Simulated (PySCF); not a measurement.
How the method moves the HOMO and LUMO of `CC(C)S(=O)(=O)Cl`

Compound: C3H7ClO2S.
Z-matrix (Å and degrees, PBE0-D3(BJ)/def2-SVP geometry), rows numbered from 1:
```
C 
C   1  1.5146
C   2  1.5144  1  115.65
S   2  1.8129  1  110.47  3  -126.32
O   4  1.4480  2  109.48  1   176.82
O   4  1.4479  2  109.44  1   -47.65
Cl  4  2.1104  2  100.75  1    64.54
H   1  1.0981  2  111.25  3   178.38
H   1  1.0999  2  108.98  3   -61.85
H   1  1.0997  2  110.78  3    57.25
H   2  1.1059  1  110.29  3   126.03
H   3  1.0997  2  110.75  1   -57.41
H   3  1.0980  2  111.25  1  -178.52
H   3  1.0999  2  108.98  1    61.68
```

Basis pcSseg-1 throughout (PySCF), one geometry. Isolated species at its PBE0-D3(BJ)/def2-SVP geometry (one conformer only).

Problem. How do the orbital energies, the gap and the dipole change with the method?

Solution. 
| method | kind | HOMO (eV) | LUMO (eV) | gap (eV) | μ (D) | SCF cycles |
| --- | --- | --- | --- | --- | --- | --- |
| BLYP | GGA | -7.31 | -2.60 | 4.72 | 4.22 | 17 |
| OPBE | GGA | -7.48 | -2.59 | 4.89 | 4.23 | 17 |
| KT2 | GGA | -7.60 | -2.79 | 4.81 | 4.27 | 17 |
| LDA | LDA | -7.68 | -2.96 | 4.72 | 4.35 | 16 |
| PBE0 | global hybrid | -9.06 | -1.84 | 7.22 | 4.50 | 14 |
| LC-wPBE | range-separated hybrid | -11.88 | 0.43 | 12.31 | 4.58 | 14 |

The HOMO spans 4.57 eV, from BLYP down to LC-wPBE, and the gap runs from 4.72 eV (BLYP) to 12.31 eV (LC-wPBE). The dipole ranges from 4.22 D (BLYP) to 4.58 D (LC-wPBE). This basis has no diffuse functions.
